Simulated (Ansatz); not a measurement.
## Ligand exchange: C3H7FMg + C2H10OSi2 → C3H8MgO + C2H9FSi2

Gas-phase species: C3H7FMg `C[CH](C)[Mg][F]`, singlet; C2H10OSi2 `CC[SiH](O)[SiH3]`, singlet; C3H8MgO `C[CH](C)[Mg][OH]`, singlet; C2H9FSi2 `CC[SiH](F)[SiH3]`, singlet. The partners trade F for OH: Mg–F and Si–OH bonds give way to Mg–OH and Si–F.

Shapes, held fixed at every level: PBE0-D4/def2-TZVP. Flexible molecules stand in one conformer, not always the lowest. Programs: Ansatz 0.2.0. Electronic energies: no zero-point or thermal term.

```json
{"level": "HF/def2-TZVPP", "kind": "Hartree–Fock", "ΔE (kJ/mol)": "+12.3", "less CCSD(T)/def2-TZVPP": "-4.9"}
{"level": "PBE-D4/def2-TZVPP", "kind": "GGA", "ΔE (kJ/mol)": "+22.3", "less CCSD(T)/def2-TZVPP": "+5.1"}
{"level": "B3LYP-D4/def2-TZVPP", "kind": "global hybrid", "ΔE (kJ/mol)": "+19.0", "less CCSD(T)/def2-TZVPP": "+1.8"}
{"level": "wB97M-V/def2-TZVPP", "kind": "range-separated hybrid", "ΔE (kJ/mol)": "+17.7", "less CCSD(T)/def2-TZVPP": "+0.5"}
{"level": "B2PLYP/def2-TZVPP", "kind": "double hybrid", "ΔE (kJ/mol)": "+16.8", "less CCSD(T)/def2-TZVPP": "-0.4"}
{"level": "MP2/def2-TZVPP", "kind": "perturbation theory", "ΔE (kJ/mol)": "+17.8", "less CCSD(T)/def2-TZVPP": "+0.6"}
{"level": "CCSD(T)/def2-TZVPP", "kind": "coupled cluster or CI", "ΔE (kJ/mol)": "+17.2", "less CCSD(T)/def2-TZVPP": "0.0"}
```

The highest level, CCSD(T)/def2-TZVPP, gives ΔE = +17.2 kJ/mol; the levels span +12.3 to +22.3. The column of differences is taken from that level and isn't an error. No measured value is set beside it here. Outer-core shells of Mg are correlated, in sets that cover them unevenly. Sets without diffuse functions underbind ionic bonds of s-block metals.
